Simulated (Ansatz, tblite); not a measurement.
Cost and result up the ladder for Al3Ni (4 atoms). Charge 0, multiplicity 2. Geometry: r2SCAN-D4/def2-SVP.

```xyz
4

Ni   -0.161   -0.099    1.186
Al   -1.116   -0.932   -0.633
Al   -0.203    1.543   -0.304
Al    1.480   -0.513   -0.248
```

Ansatz on 2 threads of Arm Neoverse V2 on a shared host; xTB runs through tblite on one thread. Times are rough, summed over both states, and most runs start from the orbitals of an earlier one. PBE0-D4/def2-TZVP serves as the yardstick here, not as an exact answer. The other state is a singlet.

The xTB rows come from tblite. The structure comes from a short search, and lower isomers may exist.

Raw xTB energies of ions are shifted by several eV, and xTB has no spin-polarisation term.

```csv
level,functions,wall time,vertical IE (eV),difference from PBE0-D4/def2-TZVP (eV)
GFN1-xTB,36,0.008 s,8.19,1.97
GFN2-xTB,36,0.01 s,9.77,3.55
PBE-D4/def2-TZVP,156,6.5 s,6.15,-0.07
PBE0-D4/def2-TZVP,156,13 s,6.22,0.00
r2SCAN-D4/def2-TZVP,156,20 s,6.26,0.04
```
